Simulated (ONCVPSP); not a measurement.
Hf (Z = 72): one change to an ONCV potential, before and after

hafnium (Hf), optimised norm-conserving Vanderbilt (ONCV), made with ONCVPSP 4.0.1 (PBE, scalar-relativistic). Core [Xe] 4f14, reference 5d2 6s2. Waves: 6s: rc 2.25 bohr, ncon 3, nbas 6, qcut 3.2 1/bohr, 2 projectors, debl 1.5 Ha; p scattering state at 0.08 Ha: rc 2.80 bohr, ncon 5, nbas 8, qcut 2.8 1/bohr, 1 projector; 5d: rc 2.75 bohr, ncon 3, nbas 7, qcut 6.3 1/bohr, 2 projectors, debl 3.1 Ha. Local part: polynomial inside 1.55 bohr (lpopt 5, dvloc0 0 Ha). Core correction: none.

In the p channel the program set the typed energies aside and used 0.050 Ha.

All-electron outer shells of the reference configuration (PBE, scalar-relativistic, ld1.x):

| shell | level (eV) | outermost node (bohr) | outermost maximum (bohr) |
| --- | --- | --- | --- |
| 4f | -16.83 | – | 0.45 |
| 6s | -5.11 | 1.37 | 2.89 |
| 5d | -2.69 | 0.67 | 1.69 |

Change: s: qcut 2.1; p: qcut 1.9; d: qcut 4.2.

Cutoffs: the cutoffs (Ha) at which the residual kinetic energy of the hardest occupied pseudo-wave falls to 1 and 0.1 mHa per electron; they do not see the model core or the augmentation charge, which bear on the density cutoff. Errors are all-electron minus pseudo energies relative to the spin-unpolarised reference configuration.

**Question.** Predict the effect on cutoff, ghosts and configuration errors.

**Answer.** The potential gets softer (11 Ha and 17 Ha → 7.5 Ha and 13 Ha); both files keep a bound ghost (p, s); of the 3 tests that both files solve, the error grows in 1 and shrinks in 0 by more than 15 % and 0.3 meV (median size 6.3 → 7.6 meV); the range in which the s phases agree narrows (upper end 4.1 → 3.0); the range in which the d phases agree narrows (upper end 4.8 → 0.9).

| quantity | base | changed |
| --- | --- | --- |
| cutoff, loose | 11 Ha | 7.5 Ha |
| cutoff, tight | 17 Ha | 13 Ha |
| loose cutoff by channel | s 2.9 Ha, d 11 Ha | s 3.0 Ha, d 7.5 Ha |
| bound ghosts | s, p | s, p |
| GHOST(+) flags under 300 eV | none | none |
| tests with a reliable result | 3 of 4 | 3 of 4 |
| error for 5d2 6s1, meV [ΔE 7.98 eV] | +5.3 | +7.6 |
| error for 5d2 6s0, meV [ΔE 22.16 eV] | +143 | +143 |
| error for 5d2 6s1 6p1, meV [ΔE 3.83 eV] | +6.3 | +5.5 |
| s: phases at 2.29 bohr within 0.05 rad from the reference energy up to (Ha; the scan ends near 5) | 4.1 | 3.0 |
| p: phases at 2.84 bohr within 0.05 rad from the reference energy up to (Ha; the scan ends near 5) | 0.9 | 0.9 |
| d: phases at 2.79 bohr within 0.05 rad from the reference energy up to (Ha; the scan ends near 5) | 4.8 | 0.9 |

Changed file: The cutoffs count occupied waves only; projector 2 of the s channel, the hardest unoccupied one, needs 33 Ha at the loose tolerance. A true bound ghost makes a file unfit for plane-wave use even where its test errors are small: the radial tests pick states by their node count and pass the ghost by.
